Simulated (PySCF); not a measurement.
## Assigning NMR signals

Atoms are numbered as in `[CH3:1][CH2:2][O:3][C:4]([CH3:5])([CH3:6])[CH3:7]`. Each H is labelled by its parent atom.

- structure optimised with GFN2-xTB
- σ from GIAO-PBE0/pcSseg-1
- code: PySCF 2.14
- relativity neglected, no solvent, fast rotation and ring inversion assumed for equivalent nuclei, single conformer

δ = σ(ref) − σ, references computed at the same level: TMS for ¹³C (σref 186.93) and ¹H (σref 31.72).

Question: Assign these signals to the numbered atoms. ¹³C{¹H} NMR (computed): δ 74.5 (C), 60.5 (CH2), 29.6 (CH3), 18.6 (CH3).

Answer: 
| δ (ppm) | atoms | environment | reason |
| --- | --- | --- | --- |
| 74.5 | C4 | fully substituted sp3 carbon bonded to O | the inductive effect lowers its shielding |
| 60.5 | C2 | sp3 CH2 bonded to O | deshielded by the electronegative neighbour |
| 29.6 | C5/C6/C7 | methyl carbon | aliphatic region, no heteroatom directly attached |
| 18.6 | C1 | methyl carbon | – |

Question: Assign these signals to the numbered atoms. ¹H NMR (300 MHz, computed): δ 3.58 (q, 2H), 1.25 (t, 3H), 1.24 (s, 9H).

Answer: 
3.58 → H(C2), hydrogen on an sp3 CH2 bonded to O: its carbon carries O, an electronegative neighbour
1.25 → H(C1), hydrogen on a methyl carbon
1.24 → H(C5)/H(C6)/H(C7), hydrogen on a methyl carbon

H(C1) and H(C5)/H(C6)/H(C7) lie closer than the usual error of such a calculation, so a measured spectrum could show them in the other order.

Shifts are as computed. Against solution values, carbons near 30 ppm lie about +3 ppm off and those near 130 ppm about +5 ppm. Of 246 compounds with measured shifts, 49 miss one by over three times the rms of a fit or turn the order of signals round; such compounds aren't used in these exercises. Multiplicities follow the n + 1 count of equivalent neighbours, as no J values were calculated; m marks all less simple cases, F and P coupling included.
